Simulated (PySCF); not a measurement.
Computed IR spectrum (relative IR intensity) of a molecule CH8FNOSi2. The structure is a stationary point at PBE0-D3(BJ)/def2-SVP. One conformer was computed; it need not be the lowest. Level of theory: PySCF with PBE0-D3(BJ)/def2-SVP. Frequencies are harmonic and unscaled.

Lines under 2 % of the strongest are left out, and lines within 2 cm⁻¹ are merged.

ν (cm⁻¹): 217 (m), 285 (w), 341 (w), 380 (m), 424 (m), 499 (w), 616 (vw), 705 (vw), 740 (m), 760 (vw), 796 (m), 840 (m), 843 (m), 877 (w), 918 (s), 925 (s), 946 (s), 959 (vs), 1011 (s), 1197 (vs), 1264 (w), 1428 (vw), 2211 (s), 2253 (m), 2295 (s), 3629 (m), 3939 (m) (against the strongest line: vs over 80 %, s over 45 %, m over 15 %, w over 4 %, vw less)

Task: Identify the compound among the candidates.
(A) CN([SiH2]O)[SiH2]F
(B) N[SiH2]O[SiH2]CF
(C) N[Si@@H](CF)[SiH2]O
(D) C[SiH2]N[Si@H](O)F

Result: D, C[SiH2]N[Si@H](O)F
